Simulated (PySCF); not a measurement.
Al(Cl)(Br)(vinyl) (C₂H₃AlBrCl), SMILES C=[CH][Al]([Cl])[Br]. Atoms are numbered in the order given.

```xyz
8

Al    -0.1759    -0.6359     0.0000
Cl     1.2280    -2.2113     0.0000
Br     0.5988     1.4932     0.0000
C     -2.0840    -0.9600     0.0000
C     -2.9742     0.0578     0.0000
H     -2.4782    -1.9940     0.0000
H     -4.0666    -0.1124     0.0000
H     -2.6533     1.1152     0.0000
```
Charge 0, spin multiplicity 1.

The structure is a stationary point at PBE-D3(BJ)/def2-SVP. The structure was generated by enumeration; whether it is a known compound was not checked. The values are those of a single conformer.

Calculation: PBE/pcSseg-1 (PySCF).

GIAO shieldings, no solvent; atoms listed in one row are averaged. δ = σ(ref) − σ: ³⁵Cl against HCl (σ = 936.5 ppm); ¹³C against TMS (σ = 182.0 ppm); ¹H against TMS (σ = 31.49 ppm), references at their B3LYP-D3(BJ)/def2-TZVP geometries, non-relativistic (without spin–orbit terms, shifts of atoms bonded to Cl or Br come out too high).

Q: Estimate the chemical shifts. (An estimate is asked for; the answer gives what the named calculation found.)

A: 
```
nucleus  atoms  count  δ (ppm)
-------  -----  -----  -------
³⁵Cl       Cl2      1     87.1
¹³C         C5      1    161.5
¹³C         C4      1    145.9
¹H          H7      1     7.46
¹H          H8      1     7.18
¹H          H6      1     6.71
```
